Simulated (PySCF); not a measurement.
Constitutional and geometric isomers with formula H5NSi2. All species are isolated molecules in the gas phase. Strings in code marks are SMILES.

Level of theory: ωB97X-D3(BJ)/def2-TZVP // PBE0-D3(BJ)/def2-TZVP (PySCF). Excitations are Tamm–Dancoff values on a coarser integration grid. The basis has no diffuse functions, so Rydberg states are missing or too high.

| species | HOMO–LUMO gap (eV) | S1 oscillator strength | dipole moment (D) | S1 excitation (TDA) (eV) |
|---|---|---|---|---|
| `[H]/N=[SiH]\[SiH3]` | 9.69 | 0.000 | 2.97 | 3.91 |
| `N[SiH]=[SiH2]` | 7.84 | 0.467 | 3.83 | 4.18 |
| `[SiH2]=N[SiH3]` | 9.71 | 0.000 | 3.24 | 3.92 |
